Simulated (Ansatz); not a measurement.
Cost and result for the atomization energy of `[OH][Ga]1[O][SiH2][S]1` (8 atoms, 8 bonds).

Cartesian coordinates in Å:
```
O -0.2104 1.7054 2.1679
Ga 0.0735 0.6402 0.7977
O -1.2229 -0.2193 -0.1471
Si -0.2137 -0.9773 -1.2071
S 1.6771 -0.2110 -0.4423
H 0.5885 2.0763 2.5504
H -0.4255 -0.5585 -2.6138
H -0.2666 -2.4558 -1.1055
```

Charge 0, multiplicity 1. Correlated methods include outer-core shells of Ga, which these sets cover unevenly. Scalar relativity is left out up to krypton. The structure was optimised at the PBE0-D4/def2-TZVP level. It is one conformer, not always the lowest. Program: Ansatz. All runs use 4 threads of an Arm Neoverse V2 on a shared host. Times are those of one run each, without the atoms' runs, and a repeat can differ threefold. Electronic energies, without spin–orbit coupling; frozen cores. CCSD(T)/CBS adds CCSD(T) − MP2 in def2-TZVPP to the MP2 limit, and its time is that of the two runs behind it. T1 = 0.015. With those shells the extrapolation isn't a true limit. B3LYP takes the VWN-RPA correlation (the form of Gaussian; ORCA's B3LYP/G).

CCSD(T)/CBS is a level of theory with its own doubt, some kJ/mol a heavy atom from the limit and from the frozen cores, so smaller differences don't rank the functionals.

```json
{"level": "BLYP-D4/def2-TZVPP", "functions": "236", "wall time": "2.3 s", "atomization (kJ/mol)": "2771.8", "difference from CCSD(T)/CBS": "-71.3", "per bond": "-8.9"}
{"level": "PBE-D4/def2-TZVPP (with forces)", "functions": "236", "wall time": "2.7 s", "atomization (kJ/mol)": "2850.1", "difference from CCSD(T)/CBS": "7.0", "per bond": "0.9"}
{"level": "PBE0-D4/def2-TZVPP", "functions": "236", "wall time": "3.8 s", "atomization (kJ/mol)": "2784.2", "difference from CCSD(T)/CBS": "-58.9", "per bond": "-7.4"}
{"level": "BHLYP-D4/def2-TZVPP", "functions": "236", "wall time": "4.1 s", "atomization (kJ/mol)": "2675.3", "difference from CCSD(T)/CBS": "-167.8", "per bond": "-21.0"}
{"level": "CAM-B3LYP-D4/def2-TZVPP", "functions": "236", "wall time": "4.4 s", "atomization (kJ/mol)": "2795.1", "difference from CCSD(T)/CBS": "-48.0", "per bond": "-6.0"}
{"level": "B3LYP-D4/def2-TZVPP (with forces)", "functions": "236", "wall time": "5.5 s", "atomization (kJ/mol)": "2767.7", "difference from CCSD(T)/CBS": "-75.4", "per bond": "-9.4"}
{"level": "B2PLYP/def2-TZVPP", "functions": "236", "wall time": "6 s", "atomization (kJ/mol)": "2769.7", "difference from CCSD(T)/CBS": "-73.4", "per bond": "-9.2"}
{"level": "CCSD(T)/def2-SVP", "functions": "111", "wall time": "6.5 s", "atomization (kJ/mol)": "2575.6", "difference from CCSD(T)/CBS": "-267.5", "per bond": "-33.4"}
{"level": "r2SCANh-D4/def2-TZVPP", "functions": "236", "wall time": "7 s", "atomization (kJ/mol)": "2809.0", "difference from CCSD(T)/CBS": "-34.1", "per bond": "-4.3"}
{"level": "ωB97X-V/def2-TZVPP", "functions": "236", "wall time": "8.5 s", "atomization (kJ/mol)": "2838.7", "difference from CCSD(T)/CBS": "-4.4", "per bond": "-0.6"}
{"level": "MP2/def2-QZVPP", "functions": "433", "wall time": "21 s", "atomization (kJ/mol)": "2910.3", "difference from CCSD(T)/CBS": "67.2", "per bond": "8.4"}
{"level": "CCSD(T)/def2-TZVPP", "functions": "236", "wall time": "2.7 min", "atomization (kJ/mol)": "2753.3", "difference from CCSD(T)/CBS": "-89.8", "per bond": "-11.2"}
{"level": "CCSD(T)/CBS(def2)", "functions": "–", "wall time": "3 min", "atomization (kJ/mol)": "2843.1", "difference from CCSD(T)/CBS": "0.0", "per bond": "0.0"}
```

The D4 term adds +39.1 kJ/mol with B3LYP and +20.2 kJ/mol with PBE0; it sums over pairs of atoms, weighted by their polarisabilities, and B3LYP, whose exchange is more repulsive, gets the larger term. From BLYP to BHLYP (50 % exact exchange), in def2-TZVPP and without D4, the atomization energy moves by −80.9 kJ/mol: exact exchange takes away binding that semilocal exchange gives to molecules. Leaving LDA and LC-ωPBE aside and taking each functional with its dispersion term where it has one, the values spread over 174.8 kJ/mol, from BHLYP-D4 to PBE-D4. LDA lies +437.1 kJ/mol from PBE without D4, its usual overbinding.
